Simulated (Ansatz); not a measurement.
Two members of one family (Ge nanocrystals, cubic, H-capped), computed with Ansatz in the gas phase. Binding counts from free atoms in the multiplicity of their measured ground term, without zero-point energy. Sets without diffuse functions give affinities that are too small. A dash marks a value that wasn't run or was left out as unsound. The structures are stationary points that may keep the symmetry of their start. Remarks come from the PBE and PBE0 runs and from stability tests at other levels; not every state was tested. A HOMO above zero means that the electron is unbound at that level and held by the basis, or that self-interaction error raises the level; the energy of removing that electron tells which.

First: Ge20H28 (singlet, charge 0, PBE-D4/def2-SVP geometry).

```xyz
48

Ge    3.495    1.162   -2.651
Ge    2.342   -3.183    2.348
Ge   -0.981   -0.504    3.834
Ge    0.346    3.551   -1.683
Ge   -1.767    2.687    1.593
Ge    1.223    0.301    0.527
Ge    0.997   -2.050   -2.645
Ge   -1.262   -2.818    0.521
Ge   -2.127    0.418   -1.680
Ge   -4.267   -0.459    1.625
Ge    3.077   -1.172    1.164
Ge    2.147    2.118   -0.843
Ge    2.216   -0.424   -4.005
Ge    0.026    1.244    2.445
Ge    0.532   -4.347    1.187
Ge   -2.452   -1.885    2.448
Ge   -0.846    4.504    0.233
Ge   -1.268    2.282   -3.016
Ge   -3.320    1.338    0.256
Ge   -0.319   -1.015   -0.855
H     4.048    2.299   -3.560
H     4.714    0.422   -2.026
H     3.552   -4.150    2.522
H     1.858   -2.778    3.768
H    -1.832    0.172    4.953
H     0.113   -1.369    4.523
H     0.954    4.699   -2.551
H    -2.553    3.279    2.807
H     2.026   -3.010   -1.974
H     0.070   -2.920   -3.546
H    -2.296   -3.608   -0.346
H    -3.112   -0.448   -2.529
H    -5.046    0.157    2.827
H    -5.271   -1.300    0.782
H     4.104   -0.382    2.029
H     3.803   -1.603   -0.145
H     3.074    2.992    0.063
H     3.182   -1.177   -4.969
H     1.198    0.361   -4.880
H     1.020    2.104    3.289
H    -0.040   -5.469    2.104
H     1.108   -5.027   -0.089
H    -3.044   -3.046    3.310
H     0.121    5.373    1.090
H    -2.004    5.422   -0.264
H    -2.455    3.219   -3.396
H    -0.622    1.772   -4.338
H    -4.464    2.272   -0.258
```

```
              level  HOMO (eV)  LUMO (eV)  gap (eV)  vertical EA (eV)  binding per atom (eV)
   PBE-D4/def2-TZVP      -5.95      -2.01      3.94              0.73                   2.91
r2SCAN-D4/def2-TZVP      -6.18      -1.86      4.32                 –                   2.95
     B3LYP-D4/6-31G      -6.56      -1.28      5.29                 –                   2.84
   PBE0-D4/def2-SVP      -6.83      -1.24      5.59                 –                   2.91
  PBE0-D4/def2-TZVP      -6.83      -1.31      5.52              0.46                   2.91
```

Remarks: HOMO above zero (-1 doublet).

Second: Ge20H30 (singlet, charge 0, PBE-D4/def2-SVP geometry).

Cartesian coordinates in Å:
```
Ge -2.080 0.530 -2.210
Ge 0.201 -2.624 -3.369
Ge 1.308 2.497 -1.243
Ge 3.424 -0.754 -2.447
Ge -3.004 -3.007 -0.450
Ge -1.662 2.141 1.465
Ge -2.606 -1.475 3.051
Ge 0.492 -1.046 0.403
Ge 3.873 0.986 1.517
Ge 1.047 0.649 4.095
Ge -1.048 -0.649 -4.093
Ge -3.875 -0.985 -1.518
Ge -0.493 1.049 -0.403
Ge 1.661 -2.141 -1.463
Ge 2.608 1.472 -3.050
Ge 3.004 3.009 0.449
Ge -1.309 -2.496 1.242
Ge -3.423 0.751 2.448
Ge -0.201 2.625 3.370
Ge 2.078 -0.529 2.211
H -2.709 1.863 -2.728
H -0.795 -3.775 -3.055
H 1.110 -3.090 -4.548
H 0.684 3.832 -1.760
H 3.911 -1.467 -3.745
H 4.645 -0.613 -1.497
H -2.455 -3.966 -1.543
H -4.182 -3.731 0.270
H -2.293 3.476 0.955
H -3.836 -2.394 3.324
H -1.784 -1.380 4.366
H 4.876 0.289 0.557
H 4.655 1.403 2.799
H 0.106 -0.280 4.911
H 2.196 1.113 5.042
H -2.196 -1.112 -5.041
H -0.108 0.282 -4.909
H -4.655 -1.404 -2.801
H -4.879 -0.289 -0.558
H 2.290 -3.476 -0.951
H 1.786 1.378 -4.366
H 3.837 2.391 -3.322
H 4.182 3.730 -0.272
H 2.456 3.969 1.539
H -0.682 -3.832 1.757
H -4.643 0.610 1.496
H -3.913 1.464 3.745
H -1.106 3.096 4.548
H 0.797 3.774 3.052
H 2.707 -1.863 2.728
```

Question: Estimate the same table for the second.

Answer: 
| level | HOMO (eV) | LUMO (eV) | gap (eV) | vertical EA (eV) | binding per atom (eV) |
| --- | --- | --- | --- | --- | --- |
| PBE-D4/def2-TZVP | -6.07 | -2.23 | 3.85 | 0.95 | 2.87 |
| r2SCAN-D4/def2-TZVP | -6.30 | -2.06 | 4.24 | – | 2.91 |
| B3LYP-D4/6-31G | -6.70 | -1.52 | 5.17 | – | 2.81 |
| PBE0-D4/def2-SVP | -6.97 | -1.43 | 5.53 | – | 2.88 |
| PBE0-D4/def2-TZVP | -6.96 | -1.50 | 5.45 | 0.67 | 2.87 |

Remarks: HOMO above zero (-1 doublet).
